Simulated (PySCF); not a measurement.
Si(F)2(OMe)(SH) (CH4F2OSSi), SMILES O(C)[Si](S)(F)F.

Coordinates come from a PBE-D3(BJ)/def2-SVP optimisation. The structure was generated by enumeration, and PubChem lists no compound with its InChIKey, so it may never have been made. Other conformers were not sampled.

All values below come from PySCF with ωB97X/def2-TZVP.

The molecule is in vacuum.

```
Item                                                                                                            Value
---------------------------------------------------------------------------------------------  ----------------------
total energy                                                                                      -1003.40232 hartree
highest occupied level                                                                                      -10.69 eV
lowest empty level                                                                                            2.13 eV
orbital gap                                                                                                  12.82 eV
dipole moment                                                                                                  2.86 D
quadrupole, principal values (traceless, Buckingham form, about the centre of nuclear charge)   -6.22, 2.04, 4.18 D·Å
mean static polarisability                                                                       54.8 bohr³ (8.12 Å³)
polarisability, principal values                                                               48.8, 54.0, 61.5 bohr³
```
